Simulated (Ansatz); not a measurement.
System: ZrH₄S, charge 0, singlet. ZrH4S (SMILES [SH][ZrH3]).
B3LYP-D3(BJ)/def2-TZVP minimum from Ansatz (a program for electronic structure):
```
Zr
H 1 1.8482
H 1 1.8482 2 109.02
H 1 1.8518 2 111.39 3 -123.33
S 1 2.4228 2 108.09 3 117.27
H 5 1.3548 1 86.83 2 121.07
```
Charge 0, spin multiplicity 1.

Total energies in def2-TZVPP, 14 correlated electrons, 9 frozen orbitals. UHF or UKS for unpaired electrons; spin-orbit terms are left out. Correlated methods leave the cores frozen (noble-gas shells, and filled d and f shells in the p block). Past Kr the def2 sets carry scalar-relativistic core potentials.

| method | program | energy (Eh) | minus CCSDT(Q) (mEh) |
|---|---|---|---|
| HF | Ansatz | -446.39683 | 365.44 |
| MP2 | Ansatz | -446.70687 | 55.39 |
| CCSD | Ansatz | -446.74496 | 17.30 |
| CCSD(T) | Ansatz | -446.76037 | 1.89 |
| CCSDT(Q) | Ansatz | -446.76226 | 0.00 |

Rough core times of Ansatz's runs on a shared machine: CCSD(T) under 20 s, CCSDT(Q) 60 min.
